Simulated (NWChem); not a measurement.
Species: InBrClF; SMILES [F][In]([Cl])[Br]

```xyz
4

In     0.2957    -0.4293     0.0000
F      2.1886    -0.8687     0.0000
Cl    -1.1908    -2.2079     0.0000
Br    -0.3787     1.9205     0.0000
```
Atoms are numbered in this order, from 1.

Level: PBE0/def2-SVP with def2 effective core potentials on In (NWChem), optimised geometry, unscaled harmonic frequencies. This build's default masses of Se (78.918 u) and Br (79.917 u) are each other's, which moves their modes by up to 0.6 %. def2 effective core potentials on In; no spin-orbit coupling.

| frequency (cm⁻¹) | IR intensity (km/mol) |
|---|---|
| 76 | 5.2 |
| 109 | 21.0 |
| 122 | 24.8 |
| 263 | 17.2 |
| 392 | 48.5 |
| 628 | 59.1 |

```json
{
  "zero_point_energy": "2.3 kcal/mol",
  "thermal correction to the enthalpy at 298.15 K (with zero-point energy)": "6.6 kcal/mol",
  "heat capacity Cv": "16.0 cal/(mol K)",
  "entropy at 298.15 K and 1 atm (symmetry number 1)": "85.1 cal/(mol K)"
}
```

Rigid rotor and harmonic oscillator; modes under 100 cm⁻¹ make the entropy uncertain.
